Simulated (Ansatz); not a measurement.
Ansatz results at the PBE0-D4/def2-TZVP geometry: size of the dipole moment (ωB97M-V/def2-TZVPP) 3.99 D; LUMO energy (PBE/def2-TZVPP) -1.43 eV; HOMO–LUMO gap (ωB97M-V/def2-TZVPP) 12.68 eV.

Each molecule was computed in one conformer, which needn't be the lowest.

Q: Which molecule gave them?
A. `F[SiH2]/N=[CH]/[GaH2]`
B. `[SiH3]N=C1CC1`
C. `NC1=C[SiH2]C1`
D. `CC[SiH2]C#N`

A: D. The others give `[SiH3]N=C1CC1`: 2.15, -1.85, 10.29; `F[SiH2]/N=[CH]/[GaH2]`: 0.44, -2.63, 9.96; `NC1=C[SiH2]C1`: 2.57, -0.25, 10.48.
